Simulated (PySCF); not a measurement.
CH₄AlIO, SMILES C[O][AlH][I]. Atoms are numbered in the order given.

```xyz
8

Al     1.1047     0.9932     0.0000
H      2.6728     1.0377     0.0000
I     -0.1567    -1.1355     0.0000
O      0.2441     2.4429     0.0000
C     -1.0634     2.9169     0.0000
H     -1.2447     3.5435     0.8901
H     -1.2447     3.5435    -0.8901
H     -1.8107     2.1023     0.0000
```
Charge 0, spin multiplicity 1.

Geometry: PBE0-D3(BJ)/def2-SVP. The structure was generated by enumeration; whether it is a known compound was not checked. The def2 effective core potentials stand for the cores of I; spin–orbit coupling is left out. Other conformers were not sampled.

These are r2SCAN/def2-TZVP (PySCF) values and carry that method's errors.

```yaml
total_energy: -656.05444 hartree
point_group: Cs
highest_occupied_level: -6.95 eV
lowest_empty_level: -1.50 eV
orbital_gap: 5.45 eV
dipole_moment: 0.97 D
quadrupole, principal values (traceless, Buckingham form, about the centre of nuclear charge): -4.52, 1.74, 2.78 D·Å
mean_static_polarisability: 73.7 bohr³ (10.93 Å³)
polarisability_principal_values: 58.1, 73.0, 90.1 bohr³
```
